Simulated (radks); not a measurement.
All-electron atom: Nd XI in [Kr] 4d10 4f2 5s2. Method: Dirac Kohn-Sham, exchange-only PBE, spin-unpolarised, spherical densities, finite nucleus; open shells fill j = l - 1/2 first; Fermi nuclear charge, rms radius 4.9123 fm; computed with a radial shooting solver on a logarithmic mesh with Libxc functionals.

Unscreened Slater integrals over Kohn-Sham orbitals (cm^-1). Large and small components are both included. Empty in this configuration: 4f7/2.

| integral | value |
|---|---|
| F0(4f5/2,4f5/2) | 248240 |
| F2(4f5/2,4f5/2) | 122880 |
| F4(4f5/2,4f5/2) | 78141 |
| F0(4f5/2,5s1/2) | 178110 |
| G3(4f5/2,5s1/2) | 31318 |
| F0(4f5/2,4d5/2) | 264250 |
| F2(4f5/2,4d5/2) | 130600 |
| F4(4f5/2,4d5/2) | 84316 |
| G1(4f5/2,4d5/2) | 153760 |
| G3(4f5/2,4d5/2) | 97680 |
| G5(4f5/2,4d5/2) | 69393 |
| F0(4f5/2,4d3/2) | 265770 |
| F2(4f5/2,4d3/2) | 131210 |
| G1(4f5/2,4d3/2) | 155000 |
| G3(4f5/2,4d3/2) | 98321 |
| F0(4f5/2,4f7/2) | 247550 |
| F2(4f5/2,4f7/2) | 122580 |
| F4(4f5/2,4f7/2) | 77960 |
| G2(4f5/2,4f7/2) | 122340 |
| G4(4f5/2,4f7/2) | 77817 |
| G6(4f5/2,4f7/2) | 56294 |
| F0(5s1/2,5s1/2) | 152980 |
| F0(5s1/2,4d5/2) | 183880 |
| G2(5s1/2,4d5/2) | 22126 |
| F0(5s1/2,4d3/2) | 184300 |
| G2(5s1/2,4d3/2) | 21481 |
| F0(5s1/2,4f7/2) | 177890 |
| G3(5s1/2,4f7/2) | 31603 |
| F0(4d5/2,4d5/2) | 285210 |
| F2(4d5/2,4d5/2) | 145700 |
| F4(4d5/2,4d5/2) | 97746 |
| F0(4d5/2,4d3/2) | 287040 |
| F2(4d5/2,4d3/2) | 146520 |
| G2(4d5/2,4d3/2) | 146270 |
| G4(4d5/2,4d3/2) | 98142 |
| F0(4d5/2,4f7/2) | 263440 |
| F2(4d5/2,4f7/2) | 130220 |
| F4(4d5/2,4f7/2) | 84086 |
| G1(4d5/2,4f7/2) | 153570 |
| G3(4d5/2,4f7/2) | 97543 |
| G5(4d5/2,4f7/2) | 69291 |
| F0(4d3/2,4d3/2) | 288930 |
| F2(4d3/2,4d3/2) | 147430 |
| F0(4d3/2,4f7/2) | 264950 |
| F2(4d3/2,4f7/2) | 130820 |
| G3(4d3/2,4f7/2) | 97923 |
| G5(4d3/2,4f7/2) | 69519 |
| F0(4f7/2,4f7/2) | 246870 |
| F2(4f7/2,4f7/2) | 122290 |
| F4(4f7/2,4f7/2) | 77785 |
| F6(4f7/2,4f7/2) | 56272 |
